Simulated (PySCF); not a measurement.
In(Me)2(OH)(HOMe), C3H11InO2, singlet (GFN2-xTB optimised geometry):

```
17

In    -1.255    -1.557     0.000
C     -2.044    -1.609    -2.081
H     -2.919    -0.972    -2.151
H     -2.308    -2.622    -2.373
H     -1.261    -1.231    -2.733
C     -2.043    -1.784     2.078
H     -2.539    -2.743     2.197
H     -2.754    -0.987     2.282
H     -1.209    -1.719     2.772
O      0.771    -1.557     0.000
H      1.255    -2.378    -0.024
C     -0.519     1.564     1.190
O     -0.641     0.807     0.000
H     -0.203     0.943     2.032
H     -1.500     1.986     1.406
H      0.199     2.378     1.049
H      0.210     0.368    -0.158
```

Method: PySCF with CAM-B3LYP/def2-SVP, def2 effective core potentials past Kr.

What are the frontier orbital energies and the dipole moment?

HOMO-2 -9.23 eV, HOMO-1 -8.83 eV, HOMO -7.86 eV, LUMO 0.92 eV, LUMO+1 1.65 eV; dipole moment 1.22 D.
